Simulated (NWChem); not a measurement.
Species: CH3F3OSi; SMILES F[Si](F)(OC)F

```xyz
9

C      0.0171     2.3032     0.0000
O      0.7225     1.0590     0.0000
Si     0.0220    -0.3983     0.0000
F     -0.9008    -0.6193    -1.2776
F      1.1643    -1.4958     0.0000
F     -0.9008    -0.6193     1.2776
H     -0.6084     2.3962     0.8949
H     -0.6084     2.3962    -0.8949
H      0.7619     3.1015     0.0000
```
Atoms are numbered in this order, from 1.

Program: NWChem. Medium grid unless said otherwise, to which SCAN and Minnesota functionals are sensitive. Coordinates come from a B3LYP/6-31G* (spherical d) optimisation. Total energies of different functionals are on different scales.

| level | energy (Ha) | highest occupied level (eV) | orbital gap (eV) | dipole (D) | relative time |
|---|---|---|---|---|---|
| PBE/def2-TZVP | -704.0340 | -7.73 | 7.32 | 2.36 | 2 |
| B3LYP/def2-TZVP | -704.6280 | -9.17 | 9.42 | 2.47 | 1 |
| M06-2X/def2-TZVP | -704.4490 | -11.09 | 12.45 | 2.53 | 1 |
| r2SCAN/def2-TZVP | -704.4011 | -8.11 | 8.26 | 2.41 | 1 |
| TPSSh/def2-TZVP | -704.6049 | -8.52 | 8.78 | 2.43 | 1 |
| CAM-B3LYP/def2-TZVP | -704.5103 | -10.93 | 12.42 | 2.52 | 10 |

Relative times are rough (shared machine, one core).
